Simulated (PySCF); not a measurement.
**TDDFT excited states: C3H7GeNO**

C₃H₇GeNO.
SMILES: `C([O][GeH3])CC#N`

Computed, not measured: TDDFT CAM-B3LYP/def2-SVPD, vertical, gas phase, core orbitals frozen in the response in PySCF. The structure is a single PBE0-D3(BJ)/def2-SVP conformer in the gas phase; no vibrational or solvent corrections. Relativistic effects, spin–orbit coupling among them, are left out although an element past zinc is present. Torsions of this conformer, `[N:1]#[C:2][CH2:3][CH2:4][O:5][GeH3:6]`: C2–C3–C4–O5 179°, C3–C4–O5–Ge6 177°.

```
state  E (eV)  ν̃ (cm⁻¹)       f     main configurations (H = HOMO, L = LUMO)
   S1    6.80      54830  0.0000                                    H→L (92%)
   S2    7.59      61200   0.044                                  H→L+1 (91%)
   S3    7.63      61570  0.0000   H-2→L+6 (39%), H-2→L+3 (17%), H-3→L+5 (9%)
   S4    7.80      62930   0.038                     H-1→L (68%), H-3→L (24%)
   S5    7.99      64430   0.012  H-2→L+5 (33%), H-1→L+6 (12%), H-3→L+6 (12%)
   S6    8.04      64810  0.0007  H-1→L+5 (27%), H-3→L+5 (26%), H-2→L+6 (12%)
   S7    8.15      65770  0.0001                     H→L+3 (60%), H→L+2 (28%)
   S8    8.36      67440  0.0095                     H→L+2 (56%), H→L+3 (32%)
   S9    8.48      68400   0.021    H-1→L+1 (46%), H-3→L+1 (17%), H→L+4 (12%)
  S10    8.62      69510  0.0042        H→L+4 (23%), H-3→L (20%), H-5→L (13%)
```

Triplets, Tamm–Dancoff:

```json
{"state": "T1", "E (eV)": "6.30", "λ (nm)": "196.8", "main configurations (H = HOMO, L = LUMO)": "H-2→L+5 (30%), H-3→L+6 (16%), H-1→L+6 (12%)"}
{"state": "T2", "E (eV)": "6.42", "λ (nm)": "193.0", "main configurations (H = HOMO, L = LUMO)": "H→L (83%)"}
{"state": "T3", "E (eV)": "6.87", "λ (nm)": "180.4", "main configurations (H = HOMO, L = LUMO)": "H-2→L+6 (32%), H-3→L+5 (14%), H-2→L+3 (13%)"}
{"state": "T4", "E (eV)": "6.89", "λ (nm)": "180.0", "main configurations (H = HOMO, L = LUMO)": "H-2→L+5 (39%), H-3→L+6 (12%), H-1→L+6 (10%)"}
```

The lowest singlet lies at 6.80 eV (182 nm, vacuum ultraviolet) and is dark (f under 0.0005); its leading configuration is HOMO→LUMO (92%). The strongest level in the table is S2 at 7.59 eV (163 nm, f = 0.044). Löwdin shares by element: HOMO oxygen 56%, carbon 13% or more, germanium 9%, hydrogen 6% or more (atoms not listed hold the other 16%); LUMO germanium 40%, hydrogen 21% or more, oxygen 10% (atoms not listed hold the other 29%). The listed states span 1.82 eV, and the widest gap between neighbours is 0.79 eV (S1 to S2). Weighted by f, the mean energy of these states is 7.92 eV. Of the 10 states listed, 4 reach f = 0.01 and 3 stay under 0.0005. The vertical ionisation energy (ΔSCF) is 10.55 eV, 1.93 eV above S10. Singlets were solved by full linear response, triplets in the Tamm–Dancoff approximation.
